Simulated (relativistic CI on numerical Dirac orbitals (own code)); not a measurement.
## Rh⁴⁺ (4d5) in a crystal field

Calculated by Dirac-Coulomb-Breit CI, orbitals from a KLI potential per configuration, a model potential for QED, valence Slater integrals scaled by 0.7, one configuration in a parametric crystal field (own radial code).

Field parameters in Wybourne normalisation: D4h B²₀ = −7Ds, B⁴₀ = 21(Dq − Dt), B⁴₄ = 21√(5/14) Dq; Oh B⁴₀ = 21Dq, B⁴₄ = √(5/14) B⁴₀. The field is a parameter set, without covalency.

S and J are read from ⟨S²⟩ = S(S + 1) and ⟨J²⟩ = J(J + 1) of each level; they are not fictitious spins.

D4h, 10Dq = 30450, Ds = -310, Dt = -300 cm⁻¹, the lowest 16 levels:

| E (cm⁻¹) | Degeneracy | Irrep | S | J |
| --- | --- | --- | --- | --- |
| 0.0 | 2 | Γ7 | 0.53 | 4.57 |
| 2592 | 2 | Γ7 | 0.52 | 4.37 |
| 2950 | 2 | Γ6 | 0.52 | 4.36 |
| 18598 | 2 | Γ7 | 1.53 | 3.84 |
| 19250 | 2 | Γ7 | 1.52 | 3.67 |
| 19593 | 2 | Γ6 | 1.52 | 3.51 |
| 19997 | 2 | Γ6 | 1.50 | 3.31 |
| 21952 | 2 | Γ6 | 1.53 | 3.50 |
| 22216 | 2 | Γ7 | 1.53 | 3.54 |
| 24949 | 2 | Γ6 | 1.48 | 3.63 |
| 24994 | 2 | Γ7 | 1.48 | 3.46 |
| 26214 | 2 | Γ6 | 1.49 | 3.77 |
| 26543 | 2 | Γ6 | 1.48 | 3.59 |
| 26752 | 2 | Γ7 | 1.47 | 3.45 |
| 26915 | 2 | Γ7 | 1.49 | 3.32 |
| 28945 | 2 | Γ7 | 0.54 | 5.22 |

Principal g values of the ground doublet: 1.64, 2.51, 2.51.

Oh, 10Dq = 33050 cm⁻¹, the lowest 16 levels:

```csv
E (cm⁻¹),Degeneracy,Irrep,S,J
0.0,2,Γ7,0.52,4.57
2719,4,Γ8,0.52,4.36
20579,4,Γ8,1.54,3.80
20953,2,Γ7,1.54,3.72
21572,4,Γ8,1.50,3.45
21942,2,Γ6,1.50,3.14
26477,2,Γ6,1.49,3.81
26576,4,Γ8,1.49,3.62
26886,4,Γ8,1.48,3.46
26994,2,Γ7,1.46,3.20
30891,4,Γ8,0.53,5.29
31307,4,Γ8,2.46,2.59
31310,2,Γ7,2.45,2.61
31467,2,Γ7,0.57,4.75
32378,2,Γ6,0.52,5.14
33351,2,Γ7,0.55,4.84
```

Principal g values of the ground doublet: 2.24, 2.24, 2.24.

Oh, 10Dq = 39850 cm⁻¹, the lowest 16 levels:

| E (cm⁻¹) | Degeneracy | Irrep | S | J |
| --- | --- | --- | --- | --- |
| 0.0 | 2 | Γ7 | 0.51 | 4.58 |
| 2662 | 4 | Γ8 | 0.51 | 4.34 |
| 27264 | 4 | Γ8 | 1.51 | 3.83 |
| 27604 | 2 | Γ7 | 1.51 | 3.73 |
| 28125 | 4 | Γ8 | 1.50 | 3.45 |
| 28505 | 2 | Γ6 | 1.50 | 3.15 |
| 33070 | 2 | Γ6 | 1.49 | 3.78 |
| 33173 | 4 | Γ8 | 1.49 | 3.60 |
| 33518 | 4 | Γ8 | 1.48 | 3.43 |
| 33651 | 2 | Γ7 | 1.46 | 3.21 |
| 37481 | 4 | Γ8 | 0.52 | 5.30 |
| 38034 | 2 | Γ7 | 0.55 | 4.72 |
| 38946 | 2 | Γ6 | 0.52 | 5.13 |
| 40001 | 2 | Γ7 | 0.54 | 4.81 |
| 40598 | 4 | Γ8 | 0.54 | 4.59 |
| 41959 | 4 | Γ8 | 0.52 | 4.51 |

Principal g values of the ground doublet: 2.21, 2.21, 2.21.

The free-ion ground term has S = 5/2. The field overcomes the spin-pairing energy for D4h, 10Dq = 30450, Ds = -310, Dt = -300 cm⁻¹; Oh, 10Dq = 33050 cm⁻¹; Oh, 10Dq = 39850 cm⁻¹, where the ground state has lower spin; these fields are assumed values.

Levels of this model without a field, named by their leading LS term (the scale mimics covalency, so terms lie below those of the real free ion): ⁶S5/2 0, ⁴G5/2 20553, ⁴G7/2 21036, ⁴G11/2 21164, ⁴G9/2 21301, ⁴P5/2 22771, ⁴P3/2 23418, ⁴P1/2 24306 cm⁻¹.
